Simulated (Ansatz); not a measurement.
Consider the substitution at a C–O bond: `CCCOCCC` + `O[SiH3]` → `CCCO[SiH3]` + `CCCO`.

Program: Ansatz. Geometries: PBE0-D4/def2-TZVP. ΔE: electronic, gas phase. CBS: MP2 limit from def2 TZ/QZ plus the TZ coupled-cluster correction, frozen cores. Functionals use def2-TZVPP. Each species was taken in one conformer, which may not be the lowest.

Task: Is it downhill or uphill in electronic energy at CCSD(T)/CBS, and by how much? (Best estimate.)

Result: Ansatz gave: Uphill: ΔE = +10.4 kJ/mol.

Task: What do these levels give: ωB97M-V, B2PLYP, PBE0, CCSD/def2-TZVPP, SCS-MP2/def2-QZVPP, CCSD/CBS(def2)? (An estimate is asked.)

Result: Computed: ωB97M-V 9.6, B2PLYP 8.5, PBE0 7.9, CCSD/def2-TZVPP 9.6, SCS-MP2/def2-QZVPP 9.9, CCSD/CBS(def2) 9.4 kJ/mol.

Largest T1 diagnostic among the species: 0.011.

In def2-TZVPP, CCSD(T) changes the Hartree–Fock value by +5.8 kJ/mol (the triples alone add +1.0 kJ/mol) and MP2 by +7.2 kJ/mol.
